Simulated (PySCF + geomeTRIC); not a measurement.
The multiplicity is imposed and other spin states were not computed.

Species: [Cu(NH3)(OH)] (charge 0, multiplicity 1).

Give a relaxed geometry from PySCF + geomeTRIC with TPSS-D3(BJ)/def2-SVP.

One answer among several that fit: the end point of this relaxation, one of several conformers.
Cartesian coordinates (Å) in one orientation:
```xyz
7

Cu    -0.101    -0.046    -0.004
N     -1.903     0.650    -0.029
H     -2.471     0.298     0.755
H     -2.404     0.392    -0.890
H     -1.931     1.678     0.028
O      1.562    -0.655     0.137
H      1.819    -1.016    -0.732
```
